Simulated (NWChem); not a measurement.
System: BaBrF; SMILES [Br][Ba][F]

The following NWChem deck was run.

```
start job
memory heap 200 mb stack 900 mb global 1100 mb
geometry units angstroms noautoz
  Ba    -0.121042    -0.770332     0.000000
  F      1.772896    -1.936527     0.000000
  Br    -0.242210     2.184860     0.000000
end
basis spherical
  * library def2-svp
end
ecp
  Ba library def2-ecp
end
dft
  xc xpbe96 cpbe96
  grid coarse
  iterations 150
  mulliken
end
task dft gradient
```

Excerpt of the output:

```
             Northwest Computational Chemistry Package (NWChem) 7.3.0
             --------------------------------------------------------

 CS  symmetry detected

                             Geometry "geometry" -> ""
                             -------------------------

 Output coordinates in angstroms (scale by  1.889725989 to convert to a.u.)

  No.       Tag          Charge          X              Y              Z
 ---- ---------------- ---------- -------------- -------------- --------------
    1 Ba                  56.0000    -0.30403840    -0.88750532     0.00000000
    2 F                    9.0000     1.33085862    -2.39552510     0.00000000
    3 Br                  35.0000     0.14424065     2.03600068     0.00000000

 Effective nuclear repulsion energy (a.u.)     506.9226593944

      Symmetry information
      --------------------

 Group name             Cs
 Group number              2
 Group order               2
 No. of unique centers     3

 Summary of "ao basis" -> "ao basis" (spherical)
 ------------------------------------------------------------------------------
       Tag                 Description            Shells   Functions and Types
 ---------------- ------------------------------  ------  ---------------------
 Ba                         def2-svp                 9       23   4s3p2d
 F                          def2-svp                 6       14   3s2p1d
 Br                         def2-svp                12       32   5s4p3d

      Symmetry analysis of basis
      --------------------------

        a'         48
        a"         21

            General Information
            -------------------
          SCF calculation type: DFT
          Wavefunction type:  closed shell.
          No. of atoms     :     3
          No. of electrons :    54
           Alpha electrons :    27
            Beta electrons :    27
          Charge           :     0
          Spin multiplicity:     1
          Use of symmetry is: on ; symmetry adaption is: on
          Maximum number of iterations: 150
          AO basis - number of functions:    69
                     number of shells:    27
          Convergence on energy requested:  1.00D-06
          Convergence on density requested:  1.00D-05
          Convergence on gradient requested:  5.00D-04

              XC Information
              --------------
          PerdewBurkeErnzerhof Exchange Functional  1.000
            Perdew 1991 LDA Correlation Functional  1.000 local
           PerdewBurkeErnz. Correlation Functional  1.000 non-local

             Grid Information
             ----------------
          Grid used for XC integration:  coarse
          Radial quadrature: Mura-Knowles
          Angular quadrature: Lebedev.
          Tag              B.-S. Rad. Rad. Pts. Rad. Cut. Ang. Pts.
          ---              ---------- --------- --------- ---------
          Ba                  2.15      104          11.0       302
          F                   0.50       35          11.0       302
          Br                  1.15       95          11.0       302
          Grid pruning is: on
          Number of quadrature shells:   234
          Spatial weights used:  Erf1

      Superposition of Atomic Density Guess
      -------------------------------------

 Sum of atomic energies:       -2698.86229965

      Non-variational initial energy
      ------------------------------

 Total energy =   -2696.323149
 1-e energy   =   -4000.983286
 2-e energy   =    1184.291848
 HOMO         =      -0.416506
 LUMO         =      -0.117302

      Symmetry analysis of molecular orbitals - initial
      -------------------------------------------------

  Numbering of irreducible representations:

     1 a'          2 a"

  Orbital symmetries:

     1 a'          2 a'          3 a'          4 a'          5 a"
     6 a'          7 a'          8 a'          9 a'         10 a"
    11 a'         12 a'         13 a"         14 a'         15 a"
    16 a'         17 a'         18 a'         19 a'         20 a"
    21 a'         22 a'         23 a"         24 a'         25 a'
    26 a"         27 a'         28 a'         29 a"         30 a'
    31 a'         32 a"         33 a'         34 a"         35 a'
    36 a'         37 a'

     ---------------------------------------------
      Total Density - Mulliken Population Analysis
     ---------------------------------------------

    Atom       Charge   Shell Charges
 -----------   ------   -------------------------------------------------------
    1 Ba  10     8.34   0.27  1.71  0.13 -0.01  5.03  0.97  0.04  0.17  0.04
    2 F    9     9.88   1.99  1.17  0.82  3.65  2.25  0.00
    3 Br  35    35.78   2.00  2.00  2.00  1.37  0.60  6.00  5.99  2.50  3.32  8.23  1.73  0.05

   convergence    iter        energy       DeltaE   RMS-Dens  Diis-err
 ---------------- ----- ----------------- --------- --------- ---------
 d= 0,ls=0.0,diis     1  -2698.6236560891 -2.82D+03  6.19D-02  1.11D+00
 d= 0,ls=0.0,diis     2  -2691.1395620162  7.48D+00  5.46D-02  4.52D+01
 d= 0,ls=0.0,diis     3  -2698.7273319749 -7.59D+00  1.30D-02  3.44D-01
 d= 0,ls=0.0,diis     4  -2698.7403364833 -1.30D-02  5.03D-03  2.34D-01
 d= 0,ls=0.0,diis     5  -2698.7665726077 -2.62D-02  1.22D-03  1.01D-02
  Resetting Diis
 d= 0,ls=0.0,diis     6  -2698.7678290716 -1.26D-03  2.89D-04  2.27D-04
 d= 0,ls=0.0,diis     7  -2698.7678684103 -3.93D-05  1.71D-04  3.03D-05
 d= 0,ls=0.0,diis     8  -2698.7678561578  1.23D-05  1.05D-04  1.64D-04
 d= 0,ls=0.0,diis     9  -2698.7678719286 -1.58D-05  3.07D-05  4.41D-06
 d= 0,ls=0.0,diis    10  -2698.7678724606 -5.32D-07  7.49D-06  4.60D-07

         Total DFT energy =    -2698.767872460615
      One electron energy =    -4007.122789660254
           Coulomb energy =     1293.127727067509
    Exchange-Corr. energy =     -105.141099669924
 Nuclear repulsion energy =      120.368289802054

 Numeric. integr. density =       54.000001069603

                  Occupations of the irreducible representations
                  ----------------------------------------------

                     irrep           alpha         beta
                     --------     --------     --------
                     a'               20.0         20.0
                     a"                7.0          7.0

                       DFT Final Molecular Orbital Analysis
                       ------------------------------------

 Vector   25  Occ=2.000000D+00  E=-2.166689D-01  Symmetry=a'
              MO Center=  1.6D-01,  1.7D+00, -3.7D-16, r^2= 2.9D+00
   Bfn.  Coefficient  Atom+Function         Bfn.  Coefficient  Atom+Function
  ----- ------------  ---------------      ----- ------------  ---------------
    53      0.561483  3 Br py                50      0.485175  3 Br py
    47     -0.329621  3 Br py                 3     -0.209199  1 Ba s
     6      0.156532  1 Ba py                 2      0.150956  1 Ba s
    27      0.125759  2 F  px                14     -0.119051  1 Ba d -2
    18      0.111974  1 Ba d  2              44      0.107372  3 Br py

 Vector   26  Occ=2.000000D+00  E=-2.066261D-01  Symmetry=a"
              MO Center=  1.3D-01,  1.9D+00,  3.3D-13, r^2= 2.0D+00
   Bfn.  Coefficient  Atom+Function         Bfn.  Coefficient  Atom+Function
  ----- ------------  ---------------      ----- ------------  ---------------
    54      0.583497  3 Br pz                51      0.497538  3 Br pz
    48     -0.337008  3 Br pz                15      0.116473  1 Ba d -1
    45      0.109747  3 Br pz                13      0.081666  1 Ba pz
    20      0.055658  1 Ba d -1               7     -0.051456  1 Ba pz
    29     -0.041784  2 F  pz                17     -0.034930  1 Ba d  1

 Vector   27  Occ=2.000000D+00  E=-2.032542D-01  Symmetry=a'
              MO Center=  1.5D-01,  1.8D+00, -1.9D-15, r^2= 2.3D+00
   Bfn.  Coefficient  Atom+Function         Bfn.  Coefficient  Atom+Function
  ----- ------------  ---------------      ----- ------------  ---------------
    52      0.586884  3 Br px                49      0.498156  3 Br px
    46     -0.337358  3 Br px                43      0.109853  3 Br px
    27      0.106091  2 F  px                30     -0.087655  2 F  px
    19      0.070563  1 Ba d -2               6      0.063018  1 Ba py
     5     -0.061964  1 Ba px                11      0.060257  1 Ba px

 Vector   28  Occ=0.000000D+00  E=-8.676946D-02  Symmetry=a'
              MO Center= -1.1D+00, -1.2D+00,  5.7D-15, r^2= 7.2D+00
   Bfn.  Coefficient  Atom+Function         Bfn.  Coefficient  Atom+Function
  ----- ------------  ---------------      ----- ------------  ---------------
     3      0.745517  1 Ba s                  2     -0.498060  1 Ba s
     4      0.321744  1 Ba s                 11     -0.286644  1 Ba px
    16      0.240669  1 Ba d  0              18      0.156702  1 Ba d  2
    14      0.109320  1 Ba d -2              12     -0.104976  1 Ba py
     1      0.102260  1 Ba s                  5      0.086283  1 Ba px

 Vector   29  Occ=0.000000D+00  E=-5.219784D-02  Symmetry=a"
              MO Center= -8.1D-01, -1.1D+00, -1.4D-14, r^2= 5.3D+00
   Bfn.  Coefficient  Atom+Function         Bfn.  Coefficient  Atom+Function
  ----- ------------  ---------------      ----- ------------  ---------------
    17      0.673552  1 Ba d  1              13      0.401020  1 Ba pz
    15     -0.390504  1 Ba d -1              22      0.231827  1 Ba d  1
    20     -0.108624  1 Ba d -1               7     -0.102145  1 Ba pz
    54      0.094006  3 Br pz                51      0.056005  3 Br pz
    10     -0.054045  1 Ba pz                48     -0.037972  3 Br pz

 Vector   30  Occ=0.000000D+00  E=-5.207576D-02  Symmetry=a'
              MO Center= -8.5D-01, -1.2D+00, -2.9D-13, r^2= 5.5D+00
   Bfn.  Coefficient  Atom+Function         Bfn.  Coefficient  Atom+Function
  ----- ------------  ---------------      ----- ------------  ---------------
    16      0.669744  1 Ba d  0              11      0.343349  1 Ba px
    14     -0.321717  1 Ba d -2              21      0.236847  1 Ba d  0
    12      0.219110  1 Ba py                18     -0.194606  1 Ba d  2
     4     -0.100220  1 Ba s                 19     -0.097620  1 Ba d -2
     5     -0.093426  1 Ba px                53     -0.093139  3 Br py

     ---------------------------------------------
      Total Density - Mulliken Population Analysis
     ---------------------------------------------

    Atom       Charge   Shell Charges
 -----------   ------   -------------------------------------------------------
    1 Ba  10     9.07   0.27  1.72  0.13 -0.02  5.02  0.96  0.13  0.71  0.15
    2 F    9     9.47   1.99  1.11  0.86  3.30  2.20  0.00
    3 Br  35    35.47   2.00  2.00  1.99  1.44  0.54  6.00  5.97  2.33  3.19  8.19  1.75  0.07

     -------------------------------------------
      Total Density - Lowdin Population Analysis
     -------------------------------------------

    Atom       Charge   Shell Charges
 -----------   ------   -------------------------------------------------------
    1 Ba  10     9.39   0.26  1.57  0.24  0.05  4.34  1.61  0.27  0.73  0.32
    2 F    9     9.39   1.98  1.04  0.85  3.21  2.32  0.00
    3 Br  35    35.22   2.00  2.00  1.96  1.13  0.73  5.99  5.81  2.46  3.13  7.83  2.04  0.14

     Multipole analysis of the density
     ---------------------------------

     L   x y z        total         alpha         beta         nuclear
     -   - - -        -----         -----         ----         -------
     0   0 0 0     -0.000000    -27.000000    -27.000000     54.000000

     1   1 0 0     -2.205270    -14.317268    -14.317268     26.429266
     1   0 1 0     -1.749260    -39.448893    -39.448893     77.148526
     1   0 0 1      0.000000      0.000000      0.000000      0.000000

     2   2 0 0    -37.184663    -50.005633    -50.005633     62.826603
     2   1 1 0      7.891498     32.007169     32.007169    -56.122840
     2   1 0 1     -0.000000     -0.000000     -0.000000      0.000000
     2   0 2 0    -49.229199   -389.950510   -389.950510    730.671822
     2   0 1 1     -0.000000     -0.000000     -0.000000      0.000000
     2   0 0 2    -32.967160    -16.483580    -16.483580      0.000000

            General Information
            -------------------
          SCF calculation type: DFT
          Wavefunction type:  closed shell.
          No. of atoms     :     3
          No. of electrons :    54
           Alpha electrons :    27
            Beta electrons :    27
          Charge           :     0
          Spin multiplicity:     1
          Use of symmetry is: on ; symmetry adaption is: on
          Maximum number of iterations: 150
          AO basis - number of functions:    69
                     number of shells:    27
          Convergence on energy requested:  1.00D-06
          Convergence on density requested:  1.00D-05
          Convergence on gradient requested:  5.00D-04

              XC Information
              --------------
          PerdewBurkeErnzerhof Exchange Functional  1.000
            Perdew 1991 LDA Correlation Functional  1.000 local
           PerdewBurkeErnz. Correlation Functional  1.000 non-local

             Grid Information
             ----------------
          Grid used for XC integration:  coarse
          Radial quadrature: Mura-Knowles
          Angular quadrature: Lebedev.
          Tag              B.-S. Rad. Rad. Pts. Rad. Cut. Ang. Pts.
          ---              ---------- --------- --------- ---------
          Ba                  2.15      104          11.0       302
          F                   0.50       35          11.0       302
          Br                  1.15       95          11.0       302
          Grid pruning is: on
          Number of quadrature shells:   234
          Spatial weights used:  Erf1

          Convergence Information
          -----------------------
          Convergence aids based upon iterative change in
          total energy or number of iterations.
          Levelshifting, if invoked, occurs when the
          HOMO/LUMO gap drops below (HL_TOL):  1.00D-02
          DIIS, if invoked, will attempt to extrapolate
          using up to (NFOCK): 10 stored Fock matrices.

                    Damping( 0%)  Levelshifting(0.5)       DIIS
                  --------------- ------------------- ---------------
          dE  on:    start            ASAP                start
          dE off:    2 iters        150 iters           150 iters

                            NWChem DFT Gradient Module
                            --------------------------

  charge          =   0.00
  wavefunction    = closed shell

  Using symmetry

                         DFT ENERGY GRADIENTS

    atom               coordinates                        gradient
                 x          y          z           x          y          z
   1 Ba     -0.574549  -1.677142   0.000000    0.003350  -0.001546   0.000000
   2 F       2.514958  -4.526886   0.000000   -0.002821   0.001771   0.000000
   3 Br      0.272575   3.847483   0.000000   -0.000528  -0.000226   0.000000
```

Level: PBE/def2-SVP with def2 effective core potentials on Ba. All runs use the structure optimised with PBE0/def2-SVP. def2 effective core potentials on Ba; no spin-orbit coupling.
